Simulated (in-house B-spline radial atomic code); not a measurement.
**Ionising Rb VIII (Rb7+) with different functionals**

Computed with a B-spline radial code for spherical atoms: four-component Dirac-Coulomb Hamiltonian, Fermi nucleus of rms radius 4.2036 fm, spin-restricted, spherical fractional occupations for the functionals, and exact exchange of hybrids averaged over the configuration. The ionisation energy is the difference of two self-consistent energies, [Ar] 3d10 4s2 → [Ar] 3d10 4s1, without Breit or QED terms; ε is the level of the shell that loses the electron (mean over j).

```json
{"method": "B3LYP", "rung": "global hybrid", "ΔSCF (eV)": "134.04", "-ε(4s) (eV)": "127.16"}
{"method": "BHandHLYP", "rung": "global hybrid", "ΔSCF (eV)": "133.07", "-ε(4s) (eV)": "128.84"}
{"method": "PBE0", "rung": "global hybrid", "ΔSCF (eV)": "133.46", "-ε(4s) (eV)": "127.10"}
{"method": "CAM-B3LYP", "rung": "range-separated hybrid", "ΔSCF (eV)": "134.01", "-ε(4s) (eV)": "129.08"}
```

(1) Among the functionals, which spreads more, the ΔSCF values or the orbital energies?

(2) How do they compare with the NIST value?

## Answers

(1) The orbital energies: ΔSCF values span about 0.97 eV and the orbital energies 1.98 eV.

(2) NIST lists 132.8 eV ± 0.25 (semi-empirical, ground level to ground level). Errors run from +0.28 to +1.25 eV; BHandHLYP is closest (+0.28 eV), but part of that can be cancellation, since the calculations leave out Breit-QED terms, spin polarisation.
